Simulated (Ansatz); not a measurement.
Gas-phase electronic energies from Ansatz, PBE0-D4/def2-TZVP geometries. CBS: MP2 limit from def2 TZ/QZ plus the TZ coupled-cluster correction, frozen cores. DFT in def2-TZVPP. Each species was taken in one conformer, which may not be the lowest.

Reaction (formal exchange of groups at the Si–C bond): `C=C[SiH2]O[SiH](F)F` + `SC1=CC1` → `F[SiH](F)O[SiH2]S` + `C=CC1=CC1`

`C=C[SiH2]O[SiH](F)F`:

```xyz
13

C    -1.121   -0.657   -1.599
C    -1.035   -1.428   -0.519
Si    0.104   -1.104    0.901
O     0.972    0.269    0.628
Si    1.162    1.851    0.530
F     0.756    2.347   -0.919
F     0.199    2.588    1.545
H    -1.807   -0.880   -2.412
H    -0.513    0.234   -1.723
H    -1.678   -2.307   -0.461
H     1.077   -2.212    1.068
H    -0.663   -0.946    2.164
H     2.547    2.245    0.797
```

`SC1=CC1`:

Cartesian coordinates in Å:
```
S -1.676 0.726 1.167
C -0.500 0.217 0.039
C -0.129 0.061 -1.190
C 0.859 -0.373 -0.149
H -0.973 0.411 2.266
H -0.326 0.153 -2.242
H 1.008 -1.436 0.051
H 1.737 0.241 0.058
```

`F[SiH](F)O[SiH2]S`:

Z-matrix (Å, degrees):
```
Si
F 1 1.581
O 1 1.598 2 109.8
F 1 1.581 2 106.8 3 118.9
H 1 1.464 2 109.5 3 -122.8
Si 3 1.637 1 161.0 2 48.8
S 6 2.121 3 111.6 1 -178.4
H 6 1.479 3 109.3 1 -62.2
H 6 1.480 3 107.8 1 60.2
H 7 1.344 6 94.4 3 -75.5
```

`C=CC1=CC1`:

```xyz
11

C    -0.693    0.741   -1.680
C     0.402    0.672   -0.923
C     0.437   -0.037    0.317
C     1.050   -0.447    1.382
C    -0.381   -0.862    1.262
H    -1.612    0.253   -1.373
H    -0.700    1.284   -2.617
H     1.319    1.163   -1.236
H     1.940   -0.496    1.986
H    -0.624   -1.894    1.001
H    -1.138   -0.378    1.881
```

| level | ΔE (kJ/mol) | difference from CCSD(T)/CBS |
| --- | --- | --- |
| r2SCAN-D4 | -90.9 | -1.5 |
| ωB97X-V | -85.6 | 3.8 |
| ωB97M-V | -86.1 | 3.3 |
| r2SCAN | -91.5 | -2.1 |
| PBE0 | -92.5 | -3.1 |
| CCSD/def2-TZVPP | -88.8 | 0.6 |
| MP2/def2-QZVPP | -91.9 | -2.5 |
| SCS-MP2/def2-QZVPP | -89.4 | 0.0 |
| HF/CBS(def2) | -95.6 | -6.2 |
| CCSD/CBS(def2) | -90.0 | -0.6 |
| CCSD(T)/CBS | -89.4 | 0 |

Largest T1 diagnostic among the species: 0.012.

In def2-TZVPP, CCSD(T) changes the Hartree–Fock value by +7.1 kJ/mol (the triples alone add +0.5 kJ/mol) and MP2 by +4.2 kJ/mol. The D4 term adds +3.8 kJ/mol with B3LYP and +2.1 kJ/mol with PBE0; it sums over pairs of atoms, weighted by their polarisabilities, and B3LYP, whose exchange is more repulsive, gets the larger term.

B3LYP here is the variant with VWN-RPA as its local correlation; programs differ in this.
